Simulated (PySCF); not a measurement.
## Telling isomers of C7H10O2Si apart by NMR

[PySCF: GFN2-xTB structure; PBE0/pcSseg-1 with gauge-including orbitals; non-relativistic; one conformer; no solvent model; rapidly exchanging positions averaged]

Scale: TMS for $^{1}$H (31.72 ppm) and $^{13}$C (186.93 ppm) (reference shieldings calculated alike). Where no couplings were computed, multiplicities follow the n + 1 count of equivalent neighbours, and m marks all less simple cases (inequivalent or close neighbours, rings, F or P nearby). Acid and N–H amide carbonyl carbons lie up to 10 ppm further downfield in solution (hydrogen bonding). Shifts are as computed. Against solution values, carbons near 30 ppm lie about +3 ppm off and those near 130 ppm about +5 ppm. Of 1211 compounds with measured shifts, 218 miss one by over three times the rms of a fit or turn the order of signals round; such compounds aren't used in these exercises. OH and NH positions are gas-phase values without hydrogen bonding to other molecules.

(1) Tabulate the signals of `C#C[C@@]1([SiH](O)O)C[C@@H]1C=C`, `C=CCC1=COC(=O)[SiH2]C1`, `C#C[Si@]1(C)C[C@@H](C(=O)O)C1`, `C=CO[SiH2]CC(=O)C#CC` and their relative energies.

(2) What is the quickest way to tell C=CCC1=COC(=O)[SiH2]C1 from C#C[Si@]1(C)C[C@@H](C(=O)O)C1?

(3) What is the quickest way to tell C#C[C@@]1([SiH](O)O)C[C@@H]1C=C from C=CO[SiH2]CC(=O)C#CC?

(4) What is the quickest way to tell C#C[Si@]1(C)C[C@@H](C(=O)O)C1 from C=CO[SiH2]CC(=O)C#CC?

Results:

(1) 
```json
{"SMILES": "C#C[C@@]1([SiH](O)O)C[C@@H]1C=C", "carbon types": "2×C 3×CH 2×CH2", "δC": "149.5, 121.8, 92.6, 69.4, 37.2, 25.7, 9.8", "δH": "6.05 (m, 1H), 5.70 (m, 1H), 5.43 (m, 1H), 5.00 (s, 1H), 2.54 (br s, 1H), 2.10 (br s, 1H), 1.95 (m, 1H), 1.45 (m, 1H), 1.35 (m, 1H), 1.13 (s, 1H)", "E rel. (kcal/mol)": "0.0"}
{"SMILES": "C=CCC1=COC(=O)[SiH2]C1", "carbon types": "2×C 2×CH 3×CH2", "δC": "181.7, 146.7, 144.9, 123.4, 118.3, 48.7, 13.3", "δH": "6.67 (s, 1H), 5.91 (m, 1H), 5.48 (m, 1H), 5.38 (m, 1H), 4.28 (m, 2H), 2.77 (d, 2H), 1.73 (m, 2H)", "E rel. (kcal/mol)": "11.0"}
{"SMILES": "C#C[Si@]1(C)C[C@@H](C(=O)O)C1", "carbon types": "2×C 2×CH 2×CH2 1×CH3", "δC": "185.0, 105.0, 91.5, 33.3, 23.9, 1.2", "δH": "5.98 (br s, 1H), 3.27 (m, 1H), 2.13 (s, 1H), 1.86 (m, 2H), 1.80 (m, 2H), 0.50 (s, 3H)", "E rel. (kcal/mol)": "4.2"}
{"SMILES": "C=CO[SiH2]CC(=O)C#CC", "carbon types": "3×C 1×CH 2×CH2 1×CH3", "δC": "186.3, 151.9, 101.7, 96.8, 86.1, 43.1, 5.0", "δH": "6.54 (m, 1H), 5.04 (t, 2H), 4.91 (m, 1H), 4.57 (m, 1H), 2.96 (t, 2H), 2.17 (s, 3H)", "E rel. (kcal/mol)": "24.7"}
```

Energies are electronic energies at PBE0/pcSseg-1 on these geometries, without zero-point or thermal terms, each for the one conformer computed, which needn't be the lowest.

(2) Count the carbon signals: 7 against 6. The first has a terminal =CH2 carbon at 123.4 ppm, the second an sp3 CH α to a carbonyl at 33.3 ppm. Their most deshielded carbons lie at 181.7 and 185.0 ppm. In the proton spectra the most deshielded non-exchanging signals are 6.67 (s, 1H) and 3.27 (m, 1H).

(3) Both give the same number of carbon signals, but DEPT or the intensities differ. The first has a terminal alkyne carbon (CH) at 69.4 ppm, the second a carbonyl carbon of an ynone (C) at 186.3 ppm. Their most deshielded carbons lie at 149.5 and 186.3 ppm. In the proton spectra the most deshielded non-exchanging signals are 6.05 (m, 1H) and 6.54 (m, 1H).

(4) Count the carbon signals: 6 against 7. The first has an sp3 CH α to a carbonyl at 33.3 ppm, the second a β carbon of an enol-ether or enamine type C=C (CH2) at 101.7 ppm. Their most deshielded carbons lie at 185.0 and 186.3 ppm. In the proton spectra the most deshielded non-exchanging signals are 3.27 (m, 1H) and 6.54 (m, 1H).
